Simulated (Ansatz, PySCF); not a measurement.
Spin states of HORe (SMILES [OH][Re]), each relaxed with B3LYP-D3(BJ)/def2-TZVP.
State 1 (charge 0, multiplicity 5):
```xyz
3

Re    -0.9556    -0.6629    -0.8290
O      0.4434    -0.1226     0.2996
H      0.4790     0.8328     0.4591
```
State 2 (charge 0, multiplicity 7):
```xyz
3

Re    -1.04120    -0.79585    -0.91197
O      0.38052    -0.01696     0.26693
H      0.62750     0.86018     0.57471
```

```csv
level,energy of the multiplicity-7 state less that of the multiplicity-5 state (kcal/mol),cost
SVWN5/def2-TZVPP,21.18,×0.4
PBE/def2-TZVPP,13.53,×1
PBE-D4/def2-TZVPP,13.53,×1
BLYP/def2-TZVPP,22.79,×0.9
BLYP-D3(BJ)/def2-TZVPP,22.78,×0.9
BLYP-D4/def2-TZVPP,22.80,×0.9
r2SCAN-D3(BJ)/def2-TZVPP,3.03,×2
r2SCAN-D4/def2-TZVPP,3.04,×2
B3LYP-D3(BJ)/def2-TZVPP,17.97,×0.4
PBE0-D3(BJ)/def2-TZVPP,7.29,×0.5
PBE0-D4/def2-TZVPP,7.30,×0.5
BHLYP-D3(BJ)/def2-TZVPP,12.62,×0.4
BHLYP-D4/def2-TZVPP,12.61,×0.4
CAM-B3LYP/def2-TZVPP,16.17,×0.5
CAM-B3LYP-D3(BJ)/def2-TZVPP,16.16,×0.5
wB97X-V/def2-TZVPP,16.34,×1
wB97M-V/def2-TZVPP,13.03,×2
B2PLYP-D3(BJ)/def2-TZVPP,15.92,×0.8
CCSD/def2-SVP,6.53,-
CCSD(T)/def2-SVP,9.01,×1
```

The rows run from 3.03 (r2SCAN-D3(BJ)/def2-TZVPP) to 22.80 kcal/mol (BLYP-D4/def2-TZVPP). The dispersion term adds 0.01 in PBE-D4, 0.00 in BLYP-D3(BJ), 0.02 in BLYP-D4. The 6 functionals in def2-TZVPP without D3 or D4 span 9.76, from wB97M-V to BLYP.

Singlets are restricted, other states unrestricted; no spin–orbit coupling, no relativity up to Kr; see below for the cores. The largest T1 diagnostic is 0.051.

Correlated levels freeze the inner cores; with def2 sets outer-core shells near the valence are correlated too.

Doubts at one or more of the structures used: a spin-contaminated determinant (CCSD/def2-SVP, CCSD(T)/def2-SVP).

Programs: Ansatz (Gaussian basis) for Hartree–Fock, density functionals and correlated methods; PySCF for the dispersion terms. Values without a source in brackets are computed. In def2 rows elements past Kr take small-core potentials, without spin–orbit coupling.

Costs are rough ratios of core time to PBE/def2-TZVPP (about 6 s over the structures, on one shared machine); a dash marks a level with no comparable run of its own.

Ansatz is an electronic-structure program.
